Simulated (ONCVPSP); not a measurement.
## Tb, ONCV: configuration errors across variants

terbium, optimised norm-conserving Vanderbilt (ONCV), made with ONCVPSP 4.0.1 (PBE, scalar-relativistic). Core [Kr] 4d10 4f8, reference 5s2 5p6 5d1 6s1.5 (charge +0.5). Waves: 5s+6s: rc 2.00 bohr, ncon 3, nbas 6, qcut 6.8 1/bohr, 2 projectors; 5p: rc 1.55 bohr, ncon 4, nbas 9, qcut 4.5 1/bohr, 2 projectors, debl 3.3 Ha; 5d: rc 3.35 bohr, ncon 3, nbas 8, qcut 4.9 1/bohr, 2 projectors, debl 0.8 Ha. Local part: polynomial inside 1.00 bohr (lpopt 5, dvloc0 0 Ha). Core correction: none.

All-electron excitation energies from the reference (eV): (1) 5s2 5p6 5d1 6s2 -2.719; (2) 5s2 5p6 5d1 6s1 4.023; (3) 5s2 5p6 5d1 6s0 16.288; (4) 5s1 5p6 5d1 6s2 54.205.

1 further variants failed, have other tests or another functional or relativity, and are left out.

A true bound ghost makes a file unfit for plane-wave use even where its test errors are small: the radial tests pick states by their node count and pass the ghost by.

Errors AE − PS in meV (a dash: test not solved or not reliable):

| change | (1) | (2) | (3) | (4) | bound ghosts | GHOST(+) flags above zero |
| --- | --- | --- | --- | --- | --- | --- |
| base | +1.3 | +0.1 | +12 | -356 | s | p, d |
| s: nbas 8 | +1.3 | 0.0 | +12 | -378 | s | p, d |
| all radii scaled by about 1.33 (s 2.66, p 2.06, d 4.46 bohr); local potential polynomial inside 1.32 bohr (lpopt 5, dvloc0 0 Ha) | +1.1 | -0.6 | +1.0 | -672 | none | s, p, d |

**Question.** Give the same row for: s: qcut 4.7.

**Answer.** +1.2, -0.1, +10, -528; bound ghosts: s; GHOST(+) flags above zero: p, d.
